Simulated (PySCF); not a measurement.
**A survey of 31P NMR shifts**

Non-relativistic Hamiltonian, one averaged value for each set of equivalent atoms, single conformer, no solvent. GFN2-xTB geometry; PBE0/pcSseg-1 with gauge-including orbitals; PySCF 2.14.

Shieldings were converted by a linear fit to measured shifts: 31P: δ = 270.09 − 0.828σ (rms 18.1 ppm, 64 shifts vs H3PO4, solution or neat liquid). A few per cent of atoms miss by over 2 rms, more outside the fitted compound classes.

Q: Give the 31P shifts of `Cc1ccpc([SiH3])p1`, `c1ccc2c(c1)CPC2`.

A: 
| compound | environment | δ (ppm) |
| --- | --- | --- |
| [CH3:1][c:2]1[cH:3][cH:4][p:5][c:6]([SiH3:7])[p:8]1 | P8: phosphorus bonded to 2 C, in a 6-membered ring | 250.8 |
| [CH3:1][c:2]1[cH:3][cH:4][p:5][c:6]([SiH3:7])[p:8]1 | P5: phosphorus bonded to 2 C, in a 6-membered ring | 241.0 |
| c1ccc2c(c1)CPC2 | phosphorus bonded to 2 C, H, in a 5-membered ring | -48.7 |

Q: Order these by 31P shift, lowest first.
A. c1cc(C2CC2)ccp1
B. F[Si](F)(F)[SiH2]P
C. C/C=P\c1ccccc1
D. CNP1CCOCC1
E. CP1(=N)CCOCC1
F. FC(F)=C(F)[PH2]=S

A: B (-258.0 ppm, phosphorus bonded to Si, 2 H), F (-44.7 ppm, phosphorus bonded to C, S, 2 H), E (-14.1 ppm, phosphorus bonded to 3 C, N, in a 6-membered ring), D (23.6 ppm, phosphorus bonded to 2 C, N, in a 6-membered ring), A (181.7 ppm, phosphorus bonded to 2 C, in a 6-membered ring), C (245.7 ppm, phosphorus bonded to 2 C).
